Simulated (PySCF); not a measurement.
Telling isomers of C₇H₅NO apart by NMR

No relativistic terms, in vacuum, one conformer, rapidly exchanging positions averaged. Coordinates at the GFN2-xTB level; B3LYP/pcJ-1 coupling constants (spin–dipole term left out of most H,H and C,H couplings); GIAO PBE0/pcSseg-1 shieldings; PySCF 2.14.0 with density-fitted response routines.

δ = σ(ref) − σ, references computed at the same level: ¹H, ¹³C against TMS. Multiplet labels drop J under 1 Hz and among equivalent protons, and merge close values. Unscaled 3J(H,H) run several per cent high. Where no couplings were computed, multiplicities follow the n + 1 count of equivalent neighbours, and m marks all less simple cases (inequivalent or close neighbours, rings, F or P nearby). Shifts are as computed. Against solution values, carbons near 30 ppm lie about +3 ppm off and those near 130 ppm about +5 ppm. Of 1211 compounds with measured shifts, 218 miss one by over three times the rms of a fit or turn the order of signals round; such compounds aren't used in these exercises.

(1) Tabulate the signals of `C=C(C#N)C#CC(C)=O`, `O=C=Nc1ccccc1`, `c1cc2ccoc2cn1` and their relative energies.

(2) What is the quickest way to tell C=C(C#N)C#CC(C)=O from c1cc2ccoc2cn1?

(3) What is the quickest way to tell O=C=Nc1ccccc1 from c1cc2ccoc2cn1?

(4) What is the quickest way to tell C=C(C#N)C#CC(C)=O from O=C=Nc1ccccc1?

## Answers

(1) 
```tsv
SMILES	carbon types	δC	δH	E rel. (kcal/mol)
C=C(C#N)C#CC(C)=O	5×C 1×CH2 1×CH3	187.5, 157.1, 119.9, 110.4, 97.2, 87.8, 36.4	6.94 (m, 1H), 6.93 (m, 1H), 2.48 (s, 3H)	80.0
O=C=Nc1ccccc1	2×C 5×CH	138.4, 135.4, 131.5, 130.2, 127.1	7.63 (m, 2H), 7.42 (t, 1H), 7.39 (d, 2H)	0.0
c1cc2ccoc2cn1	2×C 5×CH	157.9, 152.9, 148.0, 140.3, 138.7, 120.1, 112.7	9.21 (t, 1H), 8.88 (dd, 1H), 7.82 (dd, 1H), 7.81 (d, 1H), 7.10 (d, 1H)	15.3
```

Energies are electronic energies at PBE0/pcSseg-1 on these geometries, without zero-point or thermal terms, each for the one conformer computed, which needn't be the lowest.

(2) Both give the same number of carbon signals, but DEPT or the intensities differ. The first has a terminal =CH2 carbon at 157.1 ppm, the second an aromatic CH next to the ring oxygen at 152.9 ppm. Their most deshielded carbons lie at 187.5 and 157.9 ppm. In the proton spectra the most deshielded non-exchanging signals are 6.94 (m, 1H) and 9.21 (t, J = 1.1 Hz, 1H).

(3) Count the carbon signals: 5 against 7. The first has a central carbon of a heterocumulene (C) at 127.1 ppm, the second a ring-fusion aromatic carbon (C) at 157.9 ppm. Their most deshielded carbons lie at 138.4 and 157.9 ppm. In the proton spectra the most deshielded non-exchanging signals are 7.63 (m, 2H) and 9.21 (t, J = 1.1 Hz, 1H).

(4) Count the carbon signals: 7 against 5. The first has a terminal =CH2 carbon at 157.1 ppm, the second an aromatic CH at 135.4 ppm. Their most deshielded carbons lie at 187.5 and 138.4 ppm. In the proton spectra the most deshielded non-exchanging signals are 6.94 (m, 1H) and 7.63 (m, 2H).
